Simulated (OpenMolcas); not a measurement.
## d5 ions of charge +3 down a group with 6 chloride ligands in octahedral coordination

```yaml
Program: OpenMolcas
Method: SS-CASPT2, IPEA 0.25 Eh, imaginary shift 0.1 Eh
Spin-orbit_coupling: RASSI with atomic mean-field integrals over the reference wave functions
```

The d shell is active; CASPT2 correlates the ligand valence shells and the outer metal core. Anionic complexes are neutralised by point charges behind the ligands. Distances were set from a Shannon-type radius of the metal (high-spin where two are listed) plus a fixed donor radius (Cl 1.76 Å). Ligand basis ANO-RCC-VDZP, DKH2 Hamiltonian. States (labels of O, the rotations of Oh). Energies in cm-1 above the lowest state or level, χT in cm3 K/mol; under a threefold ground state the first gap can be a small split of the lowest multiplet, not the spin-orbit step. Spin-only χT is S(S+1) / 2 for the spin of the ground state.

| Ion | Shell | R (Å) | Metal basis | Outer charge (e at Å behind ligand) | Ground state | First state of that spin | First gap with spin-orbit (degeneracies) | χT at 300 K | First state of another spin | Spin-only χT |
| --- | --- | --- | --- | --- | --- | --- | --- | --- | --- | --- |
| Fe3+ | 3d5 | 2.41 | ANO-RCC-VTZP | 0.5 at 2.4 | 6A1 |  | 15280 (6, 2) | 4.384 | 4T1 15990 | 4.375 |
| Ru3+ | 4d5 | 2.44 | ANO-RCC-VTZP | 0.5 at 2.6 | 2T2 | 14130 | 1900 (2, 4) | 0.666 | 2S+1 = 4: 8340 | 0.375 |

The rows also differ in their outer charges, so part of each step comes from that.

Below the highest spin of the shell: Ru3+. χT departs most from the spin-only value for Ru3+, by +0.291 cm3 K/mol.

Roots that are degenerate in the reference are averaged as groups; the widest CASPT2 spread within a group is 670 cm-1 (the 3-fold group of multiplicity 2 near 52400 cm-1 above the lowest state of its run, Ru3+). Shifts and gaps below about the spread of the groups concerned are not significant. Over all roots computed the reference weight is 0.60 to 0.66 in Fe3+, 0.63 to 0.65 in Ru3+; the roots of lowest weight are the least certain, and an intruder state may touch them. Ligand-to-metal charge-transfer states are missing. These CASPT2 states fit no ligand-field parameters well, so their order and spin gaps are uncertain. With no ligand orbital active B as a rule stays too high, so bands that hang on it stand too high and its fall with covalency is understated. With one d shell and no ligand orbital active, 10Dq can be off by a tenth or more. An orbital triplet at a regular site is open to Jahn-Teller coupling, which can distort the site and quench the lowest spin-orbit gaps and is left out (holds for Ru3+). This shell can be high or low spin here, a state of another spin lies low, and with metal d orbitals alone active their balance is uncertain, so the ground spin may be wrong, although the usual error favours high spin (holds for Ru3+). The least metal-like active orbital is 81 % on the metal (Löwdin) and no ligand orbital is active, so the numbers are rough (holds for Ru3+). No measured value stands beside these numbers; the geometry is a model, was not optimised and need not be the one that this ion takes.

A state without a sure symmetry label is named by its multiplicity alone.
